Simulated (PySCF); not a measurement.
Name the molecule from its bond curve

A diatomic of charge -1 contains Se. Its singlet curve at TPSSh in a double-zeta basis (spin-free X2C with a Gaussian nucleus, PySCF), in eV from the separated fragments:

(R (Å), E (eV)): (1.939, -3.158), (2.030, -3.750), (2.120, -4.077), (2.187, -4.195), (2.255, -4.231), (2.323, -4.204), (2.413, -4.096), (2.526, -3.880), (2.661, -3.552), (2.841, -3.062)

The fit gives ωe = 428 cm⁻¹ and the rotational constant Bₑ = 0.1641 cm⁻¹.

Question: Which atom is the partner?

Answer: The minimum lies at 2.257 Å, so the reduced mass is 16.8576 u Å² cm⁻¹/(Bₑ·Re²) = 20.17 u. With Se at 79.92 u the partner weighs about 27.0 u: Al. The molecule is AlSe⁻.
